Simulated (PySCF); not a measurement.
The same gas-phase reaction for Mg, Sr, Ba:
- 2 MgCl + C₂Cl₄ → 2 MgCl₂ + 2 CCl
- 2 SrCl + C₂Cl₄ → 2 SrCl₂ + 2 CCl
- 2 BaCl + C₂Cl₄ → 2 BaCl₂ + 2 CCl

Computed with PySCF and rigid-rotor harmonic-oscillator thermochemistry at 1 bar. † marks an energy on the PBE0/def2-TZVP geometry and frequencies. CCSD(T) freezes the core. Open shells (unrestricted): MgCl (multiplicity 2), CCl (multiplicity 2), SrCl (multiplicity 2), BaCl (multiplicity 2); the rest are closed-shell singlets. Spin-orbit splitting is ignored; it lowers the true energy and changes the entropy of CCl. For Mg the outer core is correlated in a valence basis, which is rough. Ba, Sr: scalar-relativistic def2 core potential, no spin-orbit coupling. CCSD(T) isn't extrapolated to the basis-set limit.

ΔH°(298 K) in kJ, by level:

| level | Mg | Sr | Ba |
|---|---|---|---|
| ωB97M-V/def2-TZVP† | 197.5 | 184.7 | ___ |
| CCSD(T)/def2-TZVPP† | 197.0 | 197.9 | ___ |
| BLYP/def2-TZVP† | 168.0 | 161.2 | ___ |
| CCSD(T)/def2-SVP† | 194.9 | 206.9 | 221.0 |
| PBE0/def2-QZVP† | 243.6 | 214.9 | ___ |
| r2SCAN/def2-TZVP† | 222.2 | 194.3 | ___ |

Some entries are withheld; supply them.


- ωB97M-V/def2-TZVP†, Ba: 165.2
- CCSD(T)/def2-TZVPP†, Ba: 172.6
- BLYP/def2-TZVP†, Ba: 140.3
- PBE0/def2-QZVP†, Ba: 192.2
- r2SCAN/def2-TZVP†, Ba: 168.9
